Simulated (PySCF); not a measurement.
# Relaxation of doublet CeH₂⁺

All numbers come from UPBE0/[Ce def2-TZVP with ECP28, H def2-TZVP], scalar-relativistic core potentials, density fitting, no spin–orbit coupling, PySCF. A (50,194) grid was used.

A start displaced from a saddle point along its imaginary mode, of C2v symmetry, held to at least that symmetry:

Coordinates in bohr (charge 1 multiplicity 2):
```
Ce    0.0000    0.0033    0.0000
H     0.0000   -0.2268    3.8822
H     0.0000   -0.2268   -3.8822
```

Optimiser trace:
```json
{"step": "0", "E − E(last) (kJ/mol)": "76.23", "largest gradient (Eh/bohr)": "0.00854"}
{"step": "1", "E − E(last) (kJ/mol)": "72.13", "largest gradient (Eh/bohr)": "0.01269"}
{"step": "2", "E − E(last) (kJ/mol)": "63.76", "largest gradient (Eh/bohr)": "0.01603"}
{"step": "3", "E − E(last) (kJ/mol)": "51.31", "largest gradient (Eh/bohr)": "0.01542"}
{"step": "4", "E − E(last) (kJ/mol)": "38.93", "largest gradient (Eh/bohr)": "0.01348"}
{"step": "5", "E − E(last) (kJ/mol)": "18.61", "largest gradient (Eh/bohr)": "0.01942"}
{"step": "6", "E − E(last) (kJ/mol)": "10.74", "largest gradient (Eh/bohr)": "0.01477"}
{"step": "7", "E − E(last) (kJ/mol)": "0.47", "largest gradient (Eh/bohr)": "0.00392"}
{"step": "8", "E − E(last) (kJ/mol)": "0.01", "largest gradient (Eh/bohr)": "0.00067"}
{"step": "9", "E − E(last) (kJ/mol)": "0.00", "largest gradient (Eh/bohr)": "0.00001"}
```

It ends at C2v with Ce–H 1.955 Å (×2); H–Ce–H 113.7°. A frequency run shows a minimum.

Open d and f shells are described by one determinant, and the ground state may have another occupation or spin. The pruned grid is coarse for the open f shell: energies are uncertain by about 2 kJ/mol and soft modes are noisy. Spin–orbit coupling, left out here, can matter for elements this heavy.

The relaxation took about 90 core-seconds on a shared host.
